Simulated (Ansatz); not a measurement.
Correlation energies of BClFH₃Si (`FB[SiH2]Cl`) by basis set

```xyz
7

F     1.582   -1.205   -0.871
B     0.988   -0.710    0.194
Si   -0.653    0.477    0.016
Cl   -1.181    0.763   -1.953
H     1.461   -0.995    1.263
H    -1.807   -0.137    0.725
H    -0.390    1.807    0.627
```

Total charge 0; spin multiplicity 1. All single points use the PBE0-D4/def2-TZVP geometry. It is one conformer, not always the lowest. Frozen core, restricted reference, the Gaussian-basis code of Ansatz. CBS rows extrapolate triple and quadruple zeta; past MP2 they add the triple-zeta difference.

```csv
basis,HF (Eh),MP2 corr.,CCSD corr.,(T),CCSD(T) total
def2-SVP,-874.04714,-0.49218,-0.53568,-0.01128,-874.59410
def2-TZVPP,-874.46618,-0.65280,-0.69691,-0.02437,-875.18746
def2-QZVPP,-874.49365,-0.71271,–,–,–
CBS(def2),-874.49744,-0.75709,-0.80120,as TZ,-875.32301
```
